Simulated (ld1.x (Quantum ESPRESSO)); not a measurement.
# What one change does to a pseudopotential (Cr (Z = 24), RRKJ)

| Item | Value |
| --- | --- |
| Element | chromium (Cr) |
| Generator | ld1.x (Quantum ESPRESSO) 7.5 |
| Type | norm-conserving RRKJ (Kleinman–Bylander form) |
| Functional | PBEsol |
| Relativity | scalar-relativistic |
| Frozen core | [Ne] |
| Valence charge | 14 |
| Reference configuration | 3s2 3p6 3d3 4s0 4p0 (charge +3) |
| Partial waves | 3p (bound): rc 1.45 bohr; 3d (bound): rc 1.60 bohr; 3s (bound): rc 0.80 bohr |
| Local potential | the s channel |
| Core correction | Bessel-smoothed model core, default radius (core density twice the valence density) |
| rho0 | 0.001 |

Change: reference 3s2 3p6 3d5 4s0 4p0.

Cutoffs: the cutoffs (Ry, on a coarse ladder) from which the occupation-weighted sum of valence levels, in a spherical-Bessel basis at the reference potential, stays within 10 and 1 mRy of its value at 400 Ry; they do not see the model core or the augmentation charge, which bear on the density cutoff. Errors are all-electron minus pseudo energies relative to the spin-unpolarised reference configuration.

Q: What does the change do?

A: The potential gets neither clearly harder nor softer (160 Ry and 300 Ry → 160 Ry and 300 Ry); the range in which the s phases agree widens (upper end -0.9 → 1.3); the range in which the d phases agree widens (upper end 0.4 → 2.5); neither file shows a bound ghost.

| quantity | base | changed |
| --- | --- | --- |
| cutoff, loose | 160 Ry | 160 Ry |
| cutoff, tight | 300 Ry | 300 Ry |
| loose cutoff by channel (10 mRy a level) | p 45 Ry, d 60 Ry, s 140 Ry | p 45 Ry, d 55 Ry, s 140 Ry |
| bound ghosts | none | none |
| largest error over its own tests, meV | +85 | -106 |
| s: phases at 1.76 bohr within 0.05 rad from the reference energy up to (Ry; the scan ends near 5) | -0.9 | 1.3 |
| p: phases at 1.76 bohr within 0.05 rad from the reference energy up to (Ry; the scan ends near 5) | to the end of the scan | to the end of the scan |
| d: phases at 1.76 bohr within 0.05 rad from the reference energy up to (Ry; the scan ends near 5) | 0.4 | 2.5 |
